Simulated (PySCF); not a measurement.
Rh₂Se, singlet: data card

All numbers come from PySCF, PBE0, basis Se def2-TZVP, Rh def2-TZVP with ECP28 (scalar-relativistic core potentials, no spin–orbit coupling, density fitting).

The structure is a minimum.

| Property | Result |
| --- | --- |
| Point group | C2v |
| Bond lengths | Rh–Rh 2.544 Å, Se–Rh 2.195 Å (×2) |
| Bond angles | Rh–Rh–Se 54.6° (×2), Rh–Se–Rh 70.8° |
| Zero-point energy | 5.0 kJ/mol |
| Entropy at 298.15 K and 1 bar | 314.3 J/(mol K) |
| Enthalpy at 298.15 K above 0 K | 13.49 kJ/mol |
| Rotational symmetry number | 2 |
| Rotational constants | 0.09156, 0.05064, 0.03261 cm⁻¹ |
| Principal polarisabilities | 81.4, 96.8, 110.8 bohr³ |
| Dipole moment | 1.74 D |
| Lowest empty level | -3.39 eV |
| Heat capacity Cp at 298.15 K | 54.5 J/(mol K) |
| Principal quadrupole moments (Buckingham, traceless) about the centre of mass | -9.10, 0.68, 8.42 D Å |
| Atomisation energy without zero-point energy | 480 kJ/mol |
| Highest occupied level | -5.41 eV |

Harmonic modes (masses in u: Se 79.917, Rh 102.906):
```tsv
symmetry	ω (cm⁻¹)	IR (km/mol)
a1	177	1.1
b2	301	0.3
a1	366	5.3
```

In C2v the vibrations span 2a1 + b2. Here b1 is antisymmetric to the molecular plane and b2 lies in it.

Charges (e):
```csv
atom,Mulliken,Löwdin,polar tensor,Mayer order to Se1
Se1,-0.25,0.46,-0.25,–
"Rh2,3",0.13,-0.23,0.13,1.50
```
Other Mayer orders above 0.3: Rh–Rh 1.27.

Mulliken populations on Se1: s 7.97, p 16.08, d 10.17, f 0.04.

Stability towards spin polarisation was not tested. Only a few start shapes were tried, so a lower isomer may exist.

The final relaxation and frequency run took of the order of 9 core-minutes on a shared host.
